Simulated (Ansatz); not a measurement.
Relaxation of CH4AlCl3O (10 atoms, charge 0, multiplicity 1), to a largest force component of 0.03 eV/Å in at most 50 steps.

Computed with RKS PBE-D4/6-31G* in Ansatz.

```xyz
10
Properties=species:S:1:pos:R:3
Al 0.725 -2.119 0.403
Cl 2.540 -1.016 -0.155
Cl -0.125 -3.445 -0.971
Cl 0.070 -2.014 2.387
H 0.717 0.706 -0.964
O -0.250 0.572 -0.911
C -0.794 1.625 -0.106
H -0.322 1.688 0.894
H -0.702 2.609 -0.607
H -1.861 1.395 0.031
```

Where does it end, and by what steps?

It converged. The force dipped under the threshold on the way, but the program's further checks kept it going. After 21 steps the energy has fallen by 1.120 eV; Cl3 moved furthest, 1.16 Å. Joined: Al1–O6.

| step | energy less start (eV) | largest force component (eV/Å) | accepted |
| --- | --- | --- | --- |
| 0 | 0.0000 | 1.028 | yes |
| 1 | -0.2734 | 0.868 | yes |
| 2 | -0.5212 | 1.204 | yes |
| 3 | -0.7754 | 1.266 | yes |
| 4 | -0.9335 | 1.277 | yes |
| 5 | -1.0338 | 0.300 | yes |
| 6 | -1.0768 | 0.208 | yes |
| 7 | -1.0865 | 0.186 | yes |
| 8 | -1.1025 | 0.076 | yes |
| 9 | -1.1087 | 0.043 | yes |
| 10 | -1.1056 | 0.310 | no |
| 11 | -1.1076 | 0.136 | no |
| 12 | -1.1107 | 0.025 | yes |
| 13 | -1.1127 | 0.066 | yes |
| 14 | -1.1138 | 0.114 | yes |
| 15 | -1.1151 | 0.087 | yes |
| 16 | -1.1166 | 0.064 | yes |
| 17 | -1.1170 | 0.082 | yes |
| 18 | -1.1186 | 0.056 | yes |
| 19 | -1.1190 | 0.072 | yes |
| 20 | -1.1193 | 0.050 | yes |
| 21 | -1.1195 | 0.016 | yes |

```xyz
10
Properties=species:S:1:pos:R:3
Al 0.634 -1.398 0.165
Cl 2.674 -1.528 -0.433
Cl -0.823 -2.527 -0.884
Cl 0.293 -1.159 2.255
H 1.139 0.942 -0.479
O 0.316 0.408 -0.517
C -0.845 1.190 -0.092
H -0.772 1.433 0.978
H -0.902 2.093 -0.716
H -1.714 0.546 -0.278
```

Whether the end is a true minimum wasn't checked by a vibrational analysis.

The run took 43 s on 2 threads of Intel(R) Xeon(R) 6975P-C (Granite Rapids), with other jobs on the host, peak memory 0.17 GiB.
